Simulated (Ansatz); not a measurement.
Reaction (ligand exchange at a Ge–Se bond): `[Cl][GeH2][SeH]` + HCl → `[Cl][GeH2][Cl]` + H₂Se

Program: Ansatz. Geometries: PBE0-D4/def2-TZVP. ΔE: electronic, gas phase. CCSD(T)/CBS is the MP2 limit (def2-TZVPP, def2-QZVPP) plus CCSD(T) − MP2 in def2-TZVPP, frozen cores. This one scheme is used for every species. DFT in def2-TZVPP. B3LYP here is the variant with VWN-RPA as its local correlation; programs differ in this. For Ge, Se outer-core shells are correlated without core-valence functions, which leaves a few kJ/mol of doubt a bond. Scalar relativity is left out up to krypton. One conformer a species, not always the lowest.

| level | ΔE (kcal/mol) |
| --- | --- |
| B3LYP-D4 | -4.2 |
| BHLYP-D4 | -4.5 |
| HF/def2-SVP | -7.5 |
| CCSD(T)/def2-TZVPP | -3.9 |

(1) What does CCSD(T)/CBS give? (Estimate.)

Largest T1 diagnostic among the species: 0.009.

Results:

(1) The calculation gave: -3.6 kcal/mol. The listed levels differ from it by -0.6, -0.9, -3.9, -0.3 kcal/mol.

Leaving LDA and LC-ωPBE aside and taking each functional with its dispersion term where it has one, the values, not all of them listed here, spread over 2.5 kcal/mol, from B97M-V to PBE-D4. The D4 term adds +0.8 kcal/mol with B3LYP and +0.4 kcal/mol with PBE0; it sums over pairs of atoms, weighted by their polarisabilities, and B3LYP, whose exchange is more repulsive, gets the larger term.
